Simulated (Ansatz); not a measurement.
`[SiH3][GeH2][GaH2]` → Ga• + Ge• + 7 H• + Si•  (atomization)

Program: Ansatz. Geometries: PBE0-D4/def2-TZVP. ΔE: electronic, gas phase. CCSD(T)/CBS is the MP2 limit (def2-TZVPP, def2-QZVPP) plus CCSD(T) − MP2 in def2-TZVPP, frozen cores. This one scheme is used for every species, atoms too. DFT in def2-TZVPP. B3LYP here is the variant with VWN-RPA as its local correlation; programs differ in this. HSE06 is defined as in plane-wave codes. No spin–orbit coupling; open shells (•) take unrestricted orbitals. Spin–orbit coupling would lower the free atoms: a little for Si; clearly for Ga, Ge. For Ga, Ge outer-core shells are correlated without core-valence functions, so the limit isn't a true one: a few kJ/mol of doubt a bond, and 10 to 20 or more in all where bonds break to atoms. Scalar relativity is left out up to krypton.

```
             level  ΔE (kcal/mol)
            PBE-D4          594.9
          HSE06-D4          597.1
            B2PLYP          596.2
          PBE-QIDH          601.1
             B3LYP          594.7
             BHLYP          593.7
SCS-MP2/def2-TZVPP          597.3
CCSD(T)/def2-TZVPP          601.5
```

Task: What does CCSD(T)/CBS give? (Best estimate.)

Result: Ansatz gave: +611.3 kcal/mol. The listed levels differ from it by -16.4, -14.2, -15.1, -10.2, -16.6, -17.6, -14.0, -9.8 kcal/mol.

Largest T1 diagnostic among the species: 0.013.

From r2SCAN to r2SCAN0 (25 % exact exchange), in def2-TZVPP and without D4, ΔE moves by −3.0 kcal/mol: exact exchange takes away binding that semilocal exchange gives to molecules. Leaving LDA and LC-ωPBE aside and taking each functional with its dispersion term where it has one, the values, not all of them listed here, spread over 29.5 kcal/mol, from revPBE-D4 to B97M-V. LDA lies +81.2 kcal/mol from PBE without D4, its usual overbinding. The D4 term adds +8.3 kcal/mol with B3LYP and +4.4 kcal/mol with PBE0; it sums over pairs of atoms, weighted by their polarisabilities, and B3LYP, whose exchange is more repulsive, gets the larger term.

For atomizations the MP2-based limit and the directly extrapolated one differ by several kJ/mol either way, and by 10 to 25 for some Ge, Se and Sn compounds, so smaller differences from it don't rank the levels.
